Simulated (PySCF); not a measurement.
Identify the unknown among the candidates.

- 13C NMR: chemical shifts (computed TMS as zero) by class: 178.7 (1 C), 135.9 (1 C), 53.8 (1 C), 34.1 (1 C), 31.3 (1 C) ppm [GIAO PBE0/pcSseg-1]
- Rotational structure: rotational constants A, B, C: 3.548, 0.528, 0.504 GHz [GFN2-xTB]
- NMR, other nuclei: isotropic shieldings of nuclei other than C and H, by class: -99 (1 O), 149 (1 O), 257 (3 F) ppm [GIAO PBE0/pcSseg-1]
- Dipole: 3.00 D [PBE0/pcSseg-1]
- 1H NMR: chemical shifts (computed TMS as zero) by class: 3.95 (3 H), 2.68 (2 H), 2.36 (2 H) ppm [GIAO PBE0/pcSseg-1]

Gas-phase values; electronic properties from PySCF, density fitting. Levels stand in brackets. The structure is a single GFN2-xTB conformer in the gas phase; no vibrational or solvent corrections. NMR values are class means; diastereotopic atoms form classes of their own.

Question: Which candidate is it?
A. `COC(=O)CCC(F)(F)F`
B. `FC(F)(F)C(F)(F)[C@@H]1CO1`
C. `F/C=C(/F)COC(F)(F)F`
D. `FC(F)(F)[C@H]1COCCO1`

Answer: A. It is `COC(=O)CCC(F)(F)F`. Numbering: `[CH3:1][O:2][C:3](=[O:4])[CH2:5][CH2:6][C:7]([F:8])([F:9])[F:10]`. Its formula, C5H7F3O2, gives 1 degree of unsaturation: 0 rings and 1 π bond in the structure found. 5 carbons fall into 5 classes; from least to most shielded: ester carbonyl carbon [C3] (178.7 ppm), CF3 carbon [C7] (135.9 ppm), methoxy carbon [C1] (53.8 ppm), chain CH2 carbon [C6] (34.1 ppm), sp3 carbon next to a carbonyl [C5] (31.3 ppm). Hydrogen classes from least to most shielded: 3 H on a methoxy carbon, C1 (3.95 ppm, a mean of values up to 0.7 ppm apart in this geometry), 2 H on an sp3 carbon next to a carbonyl, C5 (2.68 ppm), 2 H on a chain CH2 carbon, C6 (2.36 ppm). The other shieldings belong to: -99 ppm, ester carbonyl oxygen [O4]; 149 ppm, ester single-bonded oxygen [O2]; 257 ppm, fluorine of a CF3 group [F8/F9/F10]. By its constants the optimised geometry is an asymmetric top.

The others, at the same levels:
- `FC(F)(F)[C@H]1COCCO1` fails: its computed 13C shifts are 132.1 (1 C), 78.2 (1 C), 70.7 (1 C), 70.0 (1 C), 69.4 (1 C) ppm, 1H shifts are 4.01 (1 H), 3.96 (1 H), 3.89 (1 H), 3.84 (1 H), 3.83 (1 H), 3.79 (1 H), 3.70 (1 H) ppm and rotational constant A is 2.633 GHz (against 3.548 GHz).
- `F/C=C(/F)COC(F)(F)F` fails: it has 3 hydrogens where the 1H data count 7; its computed 13C shifts are 161.9 (1 C), 155.0 (1 C), 131.2 (1 C), 65.7 (1 C) ppm, 1H shifts are 7.69 (1 H), 4.98 (2 H) ppm and rotational constant A is 2.198 GHz (against 3.548 GHz).
- `FC(F)(F)C(F)(F)[C@@H]1CO1` fails: it has 3 hydrogens where the 1H data count 7; its computed 13C shifts are 128.6 (1 C), 119.7 (1 C), 49.3 (1 C), 41.5 (1 C) ppm, 1H shifts are 3.20 (1 H), 3.05 (1 H), 2.81 (1 H) ppm and rotational constant A is 2.040 GHz (against 3.548 GHz).

Each candidate is one conformer, not necessarily the lowest. Dipoles, sizes and rotational constants follow the conformer. The torsions of the flexible species, by atom-mapped SMILES:
- `[CH3:1][O:2][C:3](=[O:4])[CH2:5][CH2:6][C:7]([F:8])([F:9])[F:10]`: C1–O2–C3–O4 0°, O2–C3–C5–C6 -177°, C3–C5–C6–C7 -178°, C5–C6–C7–F8 58°
- `[F:1]/[CH:2]=[C:3](/[F:4])[CH2:5][O:6][C:7]([F:8])([F:9])[F:10]`: C2–C3–C5–O6 76°, C3–C5–O6–C7 65°, C5–O6–C7–F8 172°
- `[F:1][C:2]([F:3])([F:4])[C:5]([F:6])([F:7])[C@@H:8]1[CH2:9][O:10]1`: F1–C2–C5–F6 56°, C2–C5–C8–C9 130°

The conformers of `FC(F)(F)[C@H]1COCCO1` aren't listed.
